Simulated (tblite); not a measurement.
A geometry optimisation, step by step.

Compound: C5H11ClGe2.
Atom-mapped SMILES: `[Cl:1][C@@H:2]1[CH:3]=[CH:4][CH2:5][C@H:6]1[GeH2:7][GeH3:8]` (hydrogens: H9 on C2; H10 on C3; H11 on C4; H12, H13 on C5; H14 on C6; H15, H16 on Ge7; H17, H18, H19 on Ge8)

Computed with GFN2-xTB (tblite), gas phase: L-BFGS steps from a force-field or distance-geometry start until the largest atomic force falls under 0.01 eV/Å. 4 of its 81 geometries are shown.

Step 0: E = -671.7937 eV, largest atomic force 1.354 eV/Å
```
atom  x, y, z in Å  |  force x, y, z in eV/Å
Cl1    -2.223   -0.942    2.274   -0.066  -0.099   0.243
C2     -0.918   -0.207    1.307    0.965  -0.204   0.209
C3     -1.300    1.155    0.899   -0.420   1.086  -0.691
C4     -1.467    1.266   -0.421    0.076  -0.096   0.999
C5     -1.211   -0.029   -1.105   -0.442  -0.014  -0.890
C6     -0.704   -0.968   -0.012   -0.302  -0.388   0.123
Ge7     1.197   -1.396   -0.278    0.733   0.049   0.154
Ge8     2.488    0.625   -0.264   -0.140  -0.102  -0.006
H9      0.010   -0.168    1.941   -0.723  -0.331  -0.179
H10    -1.484    1.980    1.587    0.171  -0.495  -0.038
H11    -1.787    2.167   -0.910    0.053  -0.066  -0.199
H12    -0.479    0.120   -1.930   -0.408  -0.250   0.272
H13    -2.168   -0.406   -1.528    0.540   0.211  -0.054
H14    -1.263   -1.923   -0.033    0.086   0.512   0.173
H15     1.674   -2.313    0.876   -0.188   0.091  -0.457
H16     1.371   -2.120   -1.622   -0.082  -0.037   0.357
H17     2.291    1.344    1.094    0.248  -0.101  -0.640
H18     1.984    1.537   -1.410    0.407  -0.170   0.535
H19     3.979    0.286   -0.472   -0.509   0.404   0.088
```

Step 27: E = -672.0409 eV, largest atomic force 0.136 eV/Å
```
atom  x, y, z in Å  |  force x, y, z in eV/Å
Cl1    -2.365   -0.857    2.229   -0.120  -0.050   0.011
C2     -0.940   -0.245    1.305    0.057   0.085  -0.089
C3     -1.211    1.160    0.888   -0.059  -0.011  -0.039
C4     -1.443    1.248   -0.414   -0.007  -0.046  -0.021
C5     -1.279   -0.066   -1.111    0.011   0.000   0.039
C6     -0.737   -0.994   -0.008    0.068   0.012  -0.113
Ge7     1.209   -1.339   -0.270   -0.024  -0.052   0.013
Ge8     2.507    0.656   -0.270    0.004   0.021   0.010
H9     -0.111   -0.358    2.005    0.052   0.020   0.046
H10    -1.295    1.956    1.607    0.022  -0.023   0.012
H11    -1.735    2.142   -0.941    0.079  -0.061   0.001
H12    -0.580    0.020   -1.954   -0.029   0.000   0.037
H13    -2.226   -0.423   -1.525   -0.048   0.066   0.067
H14    -1.257   -1.951   -0.002   -0.046   0.020   0.033
H15     1.638   -2.300    0.817    0.047   0.002  -0.032
H16     1.348   -2.115   -1.563    0.035   0.008   0.029
H17     2.389    1.420    1.012   -0.008   0.013   0.008
H18     2.102    1.615   -1.346   -0.008   0.016  -0.008
H19     3.977    0.440   -0.468   -0.025  -0.020  -0.004
```

Step 53: E = -672.0771 eV, largest atomic force 0.049 eV/Å
```
atom  x, y, z in Å  |  force x, y, z in eV/Å
Cl1    -2.597   -0.762    2.037   -0.002  -0.007  -0.005
C2     -1.001   -0.306    1.301    0.015   0.010  -0.002
C3     -1.074    1.122    0.880    0.011  -0.010  -0.013
C4     -1.275    1.216   -0.428   -0.017   0.007  -0.009
C5     -1.347   -0.129   -1.078    0.008   0.014   0.003
C6     -0.761   -1.050   -0.002   -0.008   0.003  -0.002
Ge7     1.207   -1.265   -0.266   -0.022  -0.002  -0.005
Ge8     2.473    0.750   -0.265    0.010   0.020   0.005
H9     -0.271   -0.523    2.083   -0.003   0.002   0.017
H10    -1.058    1.928    1.594    0.037  -0.023  -0.023
H11    -1.415    2.126   -0.986   -0.003   0.013   0.008
H12    -0.796   -0.173   -2.022    0.012  -0.004   0.011
H13    -2.393   -0.373   -1.293    0.026  -0.002   0.003
H14    -1.228   -2.035    0.003   -0.020   0.002   0.006
H15     1.713   -2.217    0.793    0.010  -0.013   0.017
H16     1.400   -2.023   -1.560    0.005  -0.008  -0.014
H17     2.392    1.517    1.019   -0.017  -0.008  -0.005
H18     2.086    1.719   -1.340   -0.015  -0.011   0.006
H19     3.936    0.487   -0.478   -0.028   0.015   0.001
```

Step 80: E = -672.0877 eV, largest atomic force 0.009 eV/Å
```
atom  x, y, z in Å  |  force x, y, z in eV/Å
Cl1    -2.601   -0.682    2.021    0.001  -0.005  -0.003
C2     -0.975   -0.317    1.298    0.004  -0.003  -0.001
C3     -0.969    1.110    0.871    0.004   0.000   0.002
C4     -1.176    1.211   -0.436   -0.003   0.004   0.003
C5     -1.312   -0.131   -1.081   -0.003   0.003   0.000
C6     -0.766   -1.074   -0.002    0.000   0.002  -0.001
Ge7     1.198   -1.309   -0.263   -0.002  -0.007  -0.003
Ge8     2.356    0.770   -0.253    0.008   0.000  -0.003
H9     -0.265   -0.570    2.089   -0.003   0.001   0.004
H10    -0.897    1.916    1.580   -0.002   0.004   0.000
H11    -1.279    2.127   -0.993    0.002   0.002  -0.003
H12    -0.759   -0.203   -2.022    0.000  -0.001   0.001
H13    -2.365   -0.331   -1.299   -0.005   0.000  -0.001
H14    -1.272   -2.040    0.005    0.004   0.002  -0.002
H15     1.719   -2.252    0.797    0.001  -0.002   0.007
H16     1.402   -2.060   -1.560    0.000  -0.001   0.002
H17     2.226    1.518    1.037    0.000  -0.005  -0.001
H18     1.895    1.714   -1.319   -0.003  -0.001  -0.001
H19     3.831    0.611   -0.477   -0.001   0.007   0.001
```

**Question.** Summarise the path.

**Answer.** The energy falls by 0.2940 eV from step 0 to step 80; nine tenths of that is first reached at step 34. It falls at every step. The largest force goes from 1.354 to 0.009 eV/Å. Among the bonds Ge8–H18 changes most (a near tie, within 0.001 Å, with another), from 1.549 to 1.497 Å; the atoms move by 0.323 Å rms after alignment.

**Question.** Follow the three bonds and two angles with the largest change from start to end.

**Answer.** 
| step | E above end (eV) | largest force (eV/Å) | Ge8–H18 (Å) | Ge8–H17 (Å) | Ge8–H19 (Å) | H15–Ge7–H16 (°) | C3–C2–H9 (°) |
| --- | --- | --- | --- | --- | --- | --- | --- |
| 0 | 0.2940 | 1.354 | 1.549 | 1.549 | 1.543 | 109.7 | 109.8 |
| 3 | 0.1238 | 0.492 | 1.506 | 1.506 | 1.507 | 109.0 | 112.0 |
| 7 | 0.0774 | 0.221 | 1.490 | 1.490 | 1.488 | 106.2 | 112.9 |
| 10 | 0.0674 | 0.116 | 1.497 | 1.497 | 1.497 | 105.2 | 113.6 |
| 14 | 0.0604 | 0.054 | 1.498 | 1.498 | 1.497 | 104.4 | 113.1 |
| 17 | 0.0592 | 0.066 | 1.498 | 1.498 | 1.497 | 104.3 | 113.1 |
| 21 | 0.0567 | 0.077 | 1.498 | 1.497 | 1.498 | 104.3 | 113.6 |
| 24 | 0.0526 | 0.106 | 1.497 | 1.496 | 1.497 | 104.7 | 113.9 |
| 28 | 0.0436 | 0.151 | 1.497 | 1.497 | 1.500 | 105.5 | 115.2 |
| 31 | 0.0374 | 0.105 | 1.499 | 1.498 | 1.500 | 105.7 | 115.9 |
| 35 | 0.0263 | 0.163 | 1.497 | 1.497 | 1.500 | 104.7 | 114.9 |
| 38 | 0.0200 | 0.080 | 1.494 | 1.494 | 1.498 | 104.1 | 115.4 |
| 42 | 0.0164 | 0.062 | 1.498 | 1.498 | 1.500 | 103.7 | 115.5 |
| 45 | 0.0143 | 0.057 | 1.498 | 1.498 | 1.502 | 103.7 | 115.4 |
| 49 | 0.0125 | 0.065 | 1.496 | 1.495 | 1.497 | 103.5 | 115.3 |
| 52 | 0.0109 | 0.063 | 1.497 | 1.497 | 1.501 | 103.8 | 115.1 |
| 56 | 0.0098 | 0.047 | 1.497 | 1.497 | 1.500 | 104.1 | 115.3 |
| 59 | 0.0084 | 0.076 | 1.496 | 1.496 | 1.499 | 104.4 | 115.2 |
| 63 | 0.0060 | 0.058 | 1.497 | 1.497 | 1.502 | 105.0 | 114.7 |
| 66 | 0.0036 | 0.068 | 1.497 | 1.496 | 1.499 | 104.8 | 114.4 |
| 70 | 0.0012 | 0.050 | 1.497 | 1.497 | 1.501 | 104.4 | 115.0 |
| 73 | 0.0005 | 0.030 | 1.497 | 1.496 | 1.500 | 104.2 | 115.3 |
| 77 | 0.0001 | 0.022 | 1.497 | 1.496 | 1.500 | 104.1 | 115.2 |
| 80 | 0.0000 | 0.009 | 1.497 | 1.497 | 1.500 | 104.2 | 115.3 |

What follows is the cost of the whole relaxation. On an Arm Neoverse N1 with one thread, on a shared host, this took 1.4 s of wall time.
